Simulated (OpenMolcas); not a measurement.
# Lines of Ag V: computed and rescaled rates

```json
{
 "Program": "OpenMolcas",
 "Method": "MS-CASPT2, IPEA 0.25 Eh, imaginary shift 0.1 Eh (closed shells correlated: 4s 4p)",
 "Basis": "ANO-R3 [8s6p5d3f2g1h]",
 "Scalar Hamiltonian": "X2C, finite nucleus",
 "Active space": "7 electrons in 5 orbitals (4d)",
 "State averaging": "2S+1 = 4 even, 10 roots; 2S+1 = 2 even, 40 roots",
 "Spin-orbit coupling": "state interaction with AMFI integrals over the reference wave functions, term energies averaged over their components"
}
```

Rates come from the transition moments of the reference wave functions (E1 and E2 in the length form). At fixed line strength A goes as λ^-3 for E1 and M1 and as λ^-5 for E2, so a rate at the computed wavelength can be rescaled to the measured one. Measured vacuum wavelengths follow from level energies in the list in Gamrath, thesis, University of Mons (2023). Branching counts decays inside the model space alone, at computed energies, and the table is only a selection of the E2 and M1 lines, drawn from those between levels with measured partners whose computed energy lies within a factor of 1.5 of the measured one.

```json
{"Upper": "4d7 2D 5/2(1)", "Lower": "4d7 4F 7/2", "Type": "M1", "λ computed (nm)": "477.2", "λ measured (nm)": "483.8", "A computed (s-1)": "1.29e+01", "A rescaled (s-1)": "", "Branching %": "78.9"}
{"Upper": "4d7 2D 5/2(2)", "Lower": "4d7 4P 5/2", "Type": "M1", "λ computed (nm)": "234.8", "λ measured (nm)": "238.8", "A computed (s-1)": "1.20e+01", "A rescaled (s-1)": "", "Branching %": "26.6"}
{"Upper": "4d7 2D 3/2(2)", "Lower": "4d7 2D 5/2(1)", "Type": "M1", "λ computed (nm)": "317", "λ measured (nm)": "325.9", "A computed (s-1)": "9.04e+00", "A rescaled (s-1)": "", "Branching %": "25.6"}
{"Upper": "4d7 2D 5/2(2)", "Lower": "4d7 2G 9/2", "Type": "E2", "λ computed (nm)": "245", "λ measured (nm)": "250.6", "A computed (s-1)": "8.09e+00", "A rescaled (s-1)": "7.23e+00", "Branching %": "17.9"}
{"Upper": "4d7 2D 3/2(1) [70 %]", "Lower": "4d7 4F 5/2", "Type": "M1", "λ computed (nm)": "408.9", "λ measured (nm)": "411.2", "A computed (s-1)": "8.02e+00", "A rescaled (s-1)": "", "Branching %": "42.6"}
{"Upper": "4d7 2D 3/2(2)", "Lower": "4d7 2G 7/2", "Type": "E2", "λ computed (nm)": "280.1", "λ measured (nm)": "289", "A computed (s-1)": "7.41e+00", "A rescaled (s-1)": "6.34e+00", "Branching %": "21.0"}
{"Upper": "4d7 2G 9/2", "Lower": "4d7 4F 9/2", "Type": "M1", "λ computed (nm)": "590.6", "λ measured (nm)": "592.6", "A computed (s-1)": "5.77e+00", "A rescaled (s-1)": "", "Branching %": "84.7"}
{"Upper": "4d7 2P 1/2", "Lower": "4d7 4P 1/2", "Type": "M1", "λ computed (nm)": "1404", "λ measured (nm)": "1328", "A computed (s-1)": "3.92e+00", "A rescaled (s-1)": "", "Branching %": "84.7"}
{"Upper": "4d7 2H 9/2", "Lower": "4d7 2G 9/2", "Type": "M1", "λ computed (nm)": "1036", "λ measured (nm)": "1053", "A computed (s-1)": "3.10e+00", "A rescaled (s-1)": "", "Branching %": "66.0"}
{"Upper": "4d7 2G 7/2", "Lower": "4d7 4F 7/2", "Type": "M1", "λ computed (nm)": "595.5", "λ measured (nm)": "597", "A computed (s-1)": "2.04e+00", "A rescaled (s-1)": "", "Branching %": "50.0"}
{"Upper": "4d7 2F 7/2", "Lower": "4d7 2G 9/2", "Type": "M1", "λ computed (nm)": "500", "λ measured (nm)": "507.1", "A computed (s-1)": "1.95e+00", "A rescaled (s-1)": "", "Branching %": "27.1"}
{"Upper": "4d7 2F 7/2", "Lower": "4d7 2G 7/2", "Type": "M1", "λ computed (nm)": "603.3", "λ measured (nm)": "619.1", "A computed (s-1)": "1.91e+00", "A rescaled (s-1)": "", "Branching %": "26.5"}
{"Upper": "4d7 2F 5/2", "Lower": "4d7 4F 3/2", "Type": "M1", "λ computed (nm)": "355.4", "λ measured (nm)": "363.1", "A computed (s-1)": "1.58e+00", "A rescaled (s-1)": "", "Branching %": "39.6"}
{"Upper": "4d7 4F 7/2", "Lower": "4d7 4F 9/2", "Type": "M1", "λ computed (nm)": "2805", "λ measured (nm)": "2710", "A computed (s-1)": "1.50e+00", "A rescaled (s-1)": "1.66e+00", "Branching %": "100.0"}
{"Upper": "4d7 2F 7/2", "Lower": "4d7 4F 9/2", "Type": "M1", "λ computed (nm)": "270.8", "λ measured (nm)": "273.3", "A computed (s-1)": "1.32e+00", "A rescaled (s-1)": "", "Branching %": "18.4"}
{"Upper": "4d7 2G 7/2", "Lower": "4d7 4F 5/2", "Type": "M1", "λ computed (nm)": "680.2", "λ measured (nm)": "683.7", "A computed (s-1)": "1.12e+00", "A rescaled (s-1)": "", "Branching %": "27.4"}
{"Upper": "4d7 4P 1/2", "Lower": "4d7 4P 3/2 [64 %]", "Type": "M1", "λ computed (nm)": "3534", "λ measured (nm)": "3493", "A computed (s-1)": "7.91e-01", "A rescaled (s-1)": "8.19e-01", "Branching %": "92.4"}
{"Upper": "4d7 2F 5/2", "Lower": "4d7 2G 7/2", "Type": "M1", "λ computed (nm)": "679.7", "λ measured (nm)": "704.6", "A computed (s-1)": "7.39e-01", "A rescaled (s-1)": "", "Branching %": "18.6"}
{"Upper": "4d7 4F 5/2", "Lower": "4d7 4F 7/2", "Type": "M1", "λ computed (nm)": "4782", "λ measured (nm)": "4706", "A computed (s-1)": "5.11e-01", "A rescaled (s-1)": "5.36e-01", "Branching %": "100.0"}
{"Upper": "4d7 2H 11/2", "Lower": "4d7 2G 9/2", "Type": "M1", "λ computed (nm)": "1667", "λ measured (nm)": "1768", "A computed (s-1)": "3.69e-01", "A rescaled (s-1)": "", "Branching %": "78.7"}
{"Upper": "4d7 4P 3/2 [64 %]", "Lower": "4d7 4F 5/2", "Type": "M1", "λ computed (nm)": "1142", "λ measured (nm)": "1192", "A computed (s-1)": "3.41e-01", "A rescaled (s-1)": "", "Branching %": "63.7"}
{"Upper": "4d7 4P 5/2", "Lower": "4d7 4F 7/2", "Type": "M1", "λ computed (nm)": "863.3", "λ measured (nm)": "892.1", "A computed (s-1)": "3.05e-01", "A rescaled (s-1)": "", "Branching %": "56.0"}
{"Upper": "4d7 4P 3/2 [64 %]", "Lower": "4d7 4F 3/2", "Type": "M1", "λ computed (nm)": "1336", "λ measured (nm)": "1407", "A computed (s-1)": "1.85e-01", "A rescaled (s-1)": "", "Branching %": "34.5"}
{"Upper": "4d7 4F 3/2", "Lower": "4d7 4F 5/2", "Type": "M1", "λ computed (nm)": "7856", "λ measured (nm)": "7802", "A computed (s-1)": "1.28e-01", "A rescaled (s-1)": "1.31e-01", "Branching %": "100.0"}
{"Upper": "4d7 2H 11/2", "Lower": "4d7 4F 9/2", "Type": "M1", "λ computed (nm)": "436", "λ measured (nm)": "443.8", "A computed (s-1)": "9.55e-02", "A rescaled (s-1)": "", "Branching %": "20.4"}
```

Spin-changing lines and M1 lines between different terms are not rescaled, since their strength hangs on the term gaps too.

The largest correction is for 4d7 2D 3/2(2) → 4d7 2G 7/2 (E2): 7.41e+00 × (280.1 / 289)^5 = 6.34e+00 s-1, a factor of 0.86.

The computed rate and branching of 4d7 4F 7/2 → 4d7 4F 9/2 give the upper level a radiative lifetime of 1.000 / 1.50e+00 s-1 = 6.67e-01 s, counting decays inside the model space alone. The rescaled rate gives about 6.0e-01 s.

The computed order of these levels differs from the measured one in 1 place, and where term gaps are wrong the rates of spin-changing lines can be off by large factors.

These are rates of the free ion; in crystals, glasses and complexes forced electric-dipole and non-radiative decay shorten such lifetimes by orders of magnitude. No measured rate stands beside these. Rescaling mends the energy factor alone: line strengths can still be far off where a level mixes with configurations outside the active space, and weak or spin-changing lines hang on small mixing coefficients that depend on the term gaps too, so rescaling need not improve them.

Term energies are means over components that CASPT2 splits; among the terms shown or strongly mixed into the levels shown the widest spread is 1000 cm-1 (4d7 4F). Measured partners are found by configuration, term and J. A level has none where our copy of the source lacks it or the pairing is in doubt (some pairs that miss far off the trend of their configuration count as doubtful). Levels of configurations outside the active space are missing.

A share in square brackets marks a mixed level and gives the weight of the term that names it. A number in round brackets counts repeated terms of one configuration in the order of the reference energies.
